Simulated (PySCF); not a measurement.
**Deuteron quadrupole couplings in `C[Si@H]([SiH3])[SiH2][SiH3]`**

Species: CH12Si4.
Z-matrix (Å and degrees, PBE0-D3(BJ)/def2-SVP geometry), rows numbered from 1:
```
C 
Si  1  1.8907
Si  2  2.3455  1  111.27
Si  2  2.3472  1  109.63  3  -120.70
Si  4  2.3456  2  109.42  1   -58.58
H   1  1.1007  2  110.80  3   -61.09
H   1  1.1006  2  110.51  3    59.03
H   1  1.1010  2  110.66  3   178.86
H   2  1.5000  1  110.19  3   120.75
H   3  1.4976  2  111.38  1    56.72
H   3  1.4958  2  110.45  1   177.57
H   3  1.4972  2  109.50  1   -62.94
H   4  1.4993  2  109.29  1    61.04
H   4  1.4978  2  110.82  1  -179.75
H   5  1.4961  4  109.43  2   -61.51
H   5  1.4970  4  109.45  2    56.98
H   5  1.4956  4  112.21  2   177.55
```

Level: PBE0/pcSseg-1 (PySCF, non-relativistic); Q(2H) = 0.00286 b; rigid geometry, the same for H and D, with no vibrational averaging.

Question: Give the electric field gradient Vzz (the principal value of largest size), its asymmetry and the 2H coupling at each hydrogen.

Answer: 
```json
{"atom": "H6", "bonded to": "C1", "bond length (Å)": "1.101", "Vzz (au)": "0.2980", "η": "0.01", "χzz (kHz)": "200"}
{"atom": "H7", "bonded to": "C1", "bond length (Å)": "1.101", "Vzz (au)": "0.2972", "η": "0.01", "χzz (kHz)": "200"}
{"atom": "H8", "bonded to": "C1", "bond length (Å)": "1.101", "Vzz (au)": "0.2970", "η": "0.01", "χzz (kHz)": "200"}
{"atom": "H9", "bonded to": "Si2", "bond length (Å)": "1.500", "Vzz (au)": "0.1401", "η": "0.02", "χzz (kHz)": "94"}
{"atom": "H10", "bonded to": "Si3", "bond length (Å)": "1.498", "Vzz (au)": "0.1406", "η": "0.01", "χzz (kHz)": "94"}
{"atom": "H11", "bonded to": "Si3", "bond length (Å)": "1.496", "Vzz (au)": "0.1413", "η": "0.01", "χzz (kHz)": "95"}
{"atom": "H12", "bonded to": "Si3", "bond length (Å)": "1.497", "Vzz (au)": "0.1405", "η": "0.01", "χzz (kHz)": "94"}
{"atom": "H13", "bonded to": "Si4", "bond length (Å)": "1.499", "Vzz (au)": "0.1409", "η": "0.01", "χzz (kHz)": "95"}
{"atom": "H14", "bonded to": "Si4", "bond length (Å)": "1.498", "Vzz (au)": "0.1418", "η": "0.01", "χzz (kHz)": "95"}
{"atom": "H15", "bonded to": "Si5", "bond length (Å)": "1.496", "Vzz (au)": "0.1408", "η": "0.01", "χzz (kHz)": "95"}
{"atom": "H16", "bonded to": "Si5", "bond length (Å)": "1.497", "Vzz (au)": "0.1406", "η": "0.01", "χzz (kHz)": "94"}
{"atom": "H17", "bonded to": "Si5", "bond length (Å)": "1.496", "Vzz (au)": "0.1415", "η": "0.01", "χzz (kHz)": "95"}
```

Question: Average by the element that carries the hydrogen.

Answer: on C: 200 kHz over 3 positions, mean bond length 1.101 Å; on Si: 95 kHz over 9 positions, mean bond length 1.497 Å.

Isolated species at its PBE0-D3(BJ)/def2-SVP geometry (one conformer only). The basis is small and wasn't made for field gradients, so the couplings can be 20 % off.
